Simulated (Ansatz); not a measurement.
`C[N](C)[Zr]([F])([SH])[Cl]` + HCl → `[F][Zr]([SH])([Cl])[Cl]` + dimethylamine at 298.15 K and 1 bar (ligand exchange at a Zr–N bond).

Gas-phase electronic energies from Ansatz, PBE0-D4/def2-TZVP geometries. CCSD(T)/CBS is the MP2 limit (def2-TZVPP, def2-QZVPP) plus CCSD(T) − MP2 in def2-TZVPP, frozen cores. This one scheme is used for every species. Elements past krypton have def2 core potentials. For Zr outer-core shells are correlated without core-valence functions, which leaves a few kJ/mol of doubt a bond. One conformer a species, not always the lowest.

| species | CCSD(T)/CBS energy (Eh) | H − E (kJ/mol) | S (J/(mol·K)) |
| --- | --- | --- | --- |
| `C[N](C)[Zr]([F])([SH])[Cl]` | -1139.59578 | 279.6 | 461.8 |
| HCl | -460.38127 | 26.6 | 186.8 |
| `[F][Zr]([SH])([Cl])[Cl]` | -1464.99805 | 58.9 | 402.6 |
| `CNC` | -135.00321 | 256.9 | 271.4 |

H − E and S are ideal-gas, rigid-rotor, harmonic terms from PBE0-D4/def2-TZVP, for one conformer and one mirror image of each species. 1 Eh = 2625.50 kJ/mol, R = 8.31446 J/(mol·K).

Problem. By hand: ΔE, ΔH, ΔS and ΔG.

Solution. ΔE = (-1464.99805) + (-135.00321) − (-1139.59578) − (-460.38127) = -0.02421 Eh = -63.6 kJ/mol. Δ(H − E) = 58.9 + 256.9 − 279.6 − 26.6 = 9.6, so ΔH = -54.0 kJ/mol. ΔS = 402.6 + 271.4 − 461.8 − 186.8 = 25.4 J/(mol·K). ΔG = -54.0 − 298.15 × (25.4)/1000 = -61.6 kJ/mol.

Problem. By hand: the equilibrium constant, and the temperature at which ΔG would vanish if ΔH and ΔS stayed fixed.

Solution. log₁₀ K = −ΔG/(RT ln 10) = 10.8. ΔH and −TΔS have one sign here, so there is no such temperature.

ΔH outweighs TΔS. A doubt of 5 kJ/mol in ΔE shifts log₁₀ K by 0.9 here. Other conformers and mirror images would add mixing entropy, several J/(mol·K) or more a flexible species. Modes under 60 cm⁻¹, often nearly free rotors, make the harmonic entropy too high. These are equilibria of isolated gas molecules and say nothing of rates. Largest T1 diagnostic: 0.017 (customary marks: 0.02 for closed shells, 0.045 for open ones).
